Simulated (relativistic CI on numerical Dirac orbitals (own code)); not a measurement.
Line list: Electric-dipole lines, Lu55+

Calculated at this level of theory: Dirac-Coulomb-Breit CI, KLI orbitals optimised for each configuration, a model potential for QED, unscaled Slater integrals (own radial code, finite nucleus).

CI space (outside the closed core [Ne]): 3s²3p⁴, 3s3p⁵, 3s²3p³3d, 3p⁶, 3s3p⁴3d, 3p⁵3d, 3s3p³3d², 3s²3p²3d4p, 3p⁵4s, 3s3p³3d4s, 3s²3p³4s, 3p⁵4p, 3s²3p²3d², 3s²3p3d³, 3s3p²3d³, 3s²3p3d²4s, 3p⁴3d², 3p³3d³, 3p³3d²4s, 3s²3p²3d4s, 3s3p²3d²4s, 3s²3p3d4s². Double excitations out of closed p, d and f shells are left out; levels of such configurations are missing from the list, as are those of other unlisted configurations, and high levels can miss mixing partners.

```tsv
λ vac (nm)	Lower	Upper	A (s⁻¹)	log gf	S velocity/length
2.2199	3s²3p³3d ³D°3 [11]	3s²3p²3d² ³P2 [116]	3.96e+12	0.17	0.89
2.2232	3s²3p³3d ³F°3 [6]	3s²3p²3d² ³D2 [77]	3.56e+12	0.12	0.88
2.2247	3s²3p³3d ³F°4 [8]	3s²3p²3d² ³D3 [107]	3.90e+12	0.31	0.87
2.2329	3s²3p³3d ³F°3 [6]	3s²3p²3d² ³F3 [76]	3.77e+12	0.30	1.00
2.2359	3s²3p³3d ³D°2 [3]	3s²3p²3d² ³F2 [72]	1.82e+12	-0.17	0.95
2.2490	3s²3p⁴ ³P2 [1]	3s²3p³3d ³S°1 [29]	3.61e+12	-0.09	0.98
2.2504	3s²3p³3d ³D°3 [11]	3s²3p²3d² ³F4 [111]	2.32e+12	0.20	1.08
2.2594	3s²3p³3d ³D°2 [10]	3s²3p²3d² ³D2 [105]	2.59e+12	0.00	0.98
2.2599	3s²3p³3d ³D°3 [11]	3s²3p²3d² ³D3 [110]	2.88e+12	0.19	1.00
2.2606	3s²3p³3d ³D°2 [10]	3s²3p²3d² ³F3 [104]	2.18e+12	0.07	1.07
2.2653	3s²3p³3d ³F°4 [8]	3s²3p²3d² ³F4 [102]	3.65e+12	0.40	1.01
2.2695	3s²3p⁴ ³P2 [1]	3s²3p³3d ³P°2 [28]	3.15e+12	0.09	1.02
2.2749	3s²3p⁴ ¹S0 [2]	3s²3p³3d ³D°1 [31]	3.05e+12	-0.15	1.04
2.2969	3s²3p⁴ ³P2 [1]	3s²3p³3d ³D°3 [25]	2.25e+12	0.10	1.06
2.2996	3s²3p³3d ³F°4 [8]	3s²3p²3d² ³G5 [98]	1.64e+12	0.16	1.11
2.3333	3s²3p⁴ ¹D2 [9]	3s²3p³3d ¹F°3 [93]	1.76e+12	0.00	1.07
2.4041	3s²3p³3d ³D°2 [3]	3s²3p²3d² ⁵G3 [59]	9.89e+11	-0.22	1.10
2.5672	3s²3p²3d² ³F2 [13]	3s3p³3d² ³G°3 [146]	1.68e+12	0.07	1.11
3.8569	3s²3p⁴ ¹D2 [9]	3s²3p³3d ¹F°3 [43]	5.50e+11	-0.07	1.10
3.9075	3s²3p⁴ ³P2 [1]	3s²3p³3d ³D°3 [11]	4.27e+11	-0.17	1.09
```

Terms are leading LS components. Brackets give the number of a level in order of energy, since labels repeat. The list gives strong lines, with weight on those to low levels, among the lowest 200 of 2790 levels, so that lines to higher ones, which can be the strongest, are missing. Levels whose partners in the same complex of configurations lie outside the list can be far off, and so can their lines. Rates are taken at the computed energies, electric ones in the length gauge. A velocity-to-length ratio far from 1 marks an uncertain rate.

At this charge energies of transitions that change n are usually good to better than 1 %, and those within a shell (Δn = 0) to a few per cent.

LS names give the leading component of a level, which can be under half, so a name can repeat, a term be missing and a line seem to break the LS rules.
